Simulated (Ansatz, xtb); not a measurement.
Relative energy of two isomers of C6H6N2

Structure I is `C#Cc1c[nH]c(C)n1`, a singlet and structure II is `C#CC1=CNC(=C)N1`, a singlet. Both are isolated molecules in the gas phase, relaxed with r2SCAN-D4/def2-SVP.

Question: Which of the two would you expect CCSD(T)/def2-SVP + ΔMP2/def2-TZVPP electronic energies to favour?

Answer: Structure I; the calculation gives E(II) − E(I) = +120.4 kJ/mol.

How the difference moves with the method:

```csv
level,geometry,E(II) − E(I) (kJ/mol),departure from the last row (kJ/mol),"job, with rough time for the two"
GFN2-xTB,GFN2-xTB,+86.9,−33.6,"optimisation, 0.24 s"
HF/STO-3G,GFN2-xTB,+168.8,+48.4,"single point, 0.67 s"
r2SCAN-D4/def2-SVP//GFN2-xTB,GFN2-xTB,+102.3,−18.1,"single point, 7.2 s"
r2SCAN-D4/def2-SVP,r2SCAN-D4/def2-SVP,+100.5,−19.9,"optimisation, 60 s"
HF/def2-SVP,r2SCAN-D4/def2-SVP,+116.2,−4.3,part of the CCSD(T) run
MP2/def2-SVP,r2SCAN-D4/def2-SVP,+135.6,+15.2,part of the CCSD(T) run
CCSD(T)/def2-SVP,r2SCAN-D4/def2-SVP,+126.7,+6.3,single point
CCSD(T)/def2-SVP + ΔMP2/def2-TZVPP,r2SCAN-D4/def2-SVP,+120.4,,"single point, 3.2 min"
```

As drawn, II has 2 C=C, 4 C–N, 1 N–H in place of 1 C–C, 1 C∷C, 4 C∷N, 1 C–H (∷ is an aromatic bond). Structure I has a 5-membered ring (with an aromatic ring), II a 5-membered ring.

None of the levels shown reverses the order. The largest departure from CCSD(T)/def2-SVP + ΔMP2/def2-TZVPP is that of HF/STO-3G, 48.4 kJ/mol. The last row adds to CCSD(T) the change of the MP2 difference between the two basis sets, here −6.3 kJ/mol.

With thermal terms from frequencies at re-optimised GFN2-xTB minima (ideal gas, soft modes damped towards free rotors, one conformer each, 298.15 K, 1 atm): the zero-point term adds −5.1 kJ/mol; ΔH is +116.6 and ΔG +115.3 kJ/mol.

The correlated steps freeze 8 core orbitals. Programs: Ansatz 0.2.0, xtb 6.7.1; the last row on 2 threads of Arm Neoverse V1 on a shared host.
